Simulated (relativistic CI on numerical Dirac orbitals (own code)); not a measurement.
Method of calculation: Dirac-Coulomb-Breit CI, separate exchange-only KLI orbitals for each configuration, model QED (radiative potential, 1s self-energy scaled to tabulated hydrogen-like ionisation energies), unscaled Slater integrals (own radial code, finite nucleus).

Configuration list (outside the closed core 1s2): 2s2.2p5, 2s.2p6, 2p6.3s, 2s2.2p4.3s, 2p6.3p, 2s2.2p4.3p, 2p6.3d, 2s2.2p4.3d, 2s.2p5.3s, 2s.2p5.3p, 2s.2p5.3d, 2s2.2p4.4s, 2s2.2p4.4p, 2s2.2p4.4d, 2s2.2p4.4f, 2s2.2p4.5s, 2s2.2p3.3s2, 2s2.2p4.5p, 2s.2p5.4s, 2s2.2p4.5d, 2s2.2p4.5f, 2s2.2p4.5g, 2s.2p5.4p, 2s2.2p3.3s.3p, 2s.2p5.4d, 2s.2p5.4f, 2s2.2p3.3p2, 2s2.2p3.3s.3d, 2s2.2p3.3p.3d, 2s.2p4.3s2, 2s.2p4.3s.3p, 2s2.2p3.3d2, 2s.2p5.5s, 2s.2p5.5p, 2s.2p5.5d, 2s.2p5.5f. Levels of other configurations are missing.

At this charge energies of transitions that change n are usually good to better than 1 %, and those within a shell (Δn = 0) to a few per cent.

Outline of the computed level scheme of V XV. Lowest level of each configuration: 2s2.2p5 2P°_3/2 at 0.000 eV; 2s.2p6 2S_1/2 at 110.791 eV; 2s2.2p4.3s 4P_5/2 at 558.138 eV; 2s2.2p4.3p 4P°_5/2 at 583.268 eV; 2s2.2p4.3d 4D_7/2 at 617.684 eV.

Some strong electric-dipole decays among the lowest 45 levels: 2s2.2p4.3d 4F_5/2 → 2s2.2p5 2P°_3/2 (1.2e+12 s⁻¹); 2s2.2p4.3d 4P_3/2 → 2s2.2p5 2P°_3/2 (1.1e+12 s⁻¹); 2s2.2p4.3s 2P_1/2 → 2s2.2p5 2P°_1/2 (8.4e+11 s⁻¹); 2s2.2p4.3d 4P_1/2 → 2s2.2p5 2P°_3/2 (7.8e+11 s⁻¹); 2s2.2p4.3s 4P_3/2 → 2s2.2p5 2P°_3/2 (7.1e+11 s⁻¹); 2s2.2p4.3s 4P_3/2 → 2s2.2p5 2P°_3/2 (7.1e+11 s⁻¹); 2s2.2p4.3s 2P_1/2 → 2s2.2p5 2P°_3/2 (7.0e+11 s⁻¹); 2s2.2p4.3s 2D_3/2 → 2s2.2p5 2P°_1/2 (6.7e+11 s⁻¹).

LS names give the leading component of a level, which can be under half, so a name can repeat, a term be missing and a line seem to break the LS rules.
